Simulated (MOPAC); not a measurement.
MOPAC input (PM7):

```
PM7 FORCE THERMO(298,298) PRECISE LET GEO-OK AUX(PRECISION=9) THREADS=1
FNa

Na    0.00000000 1    0.00000000 1   -0.87155981 1
F     0.00000000 1    0.00000000 1    1.06427159 1
```

Q: Which zero-point energy does it print?

A: 1.03 kcal/mol, from the harmonic wavenumbers of PM7.
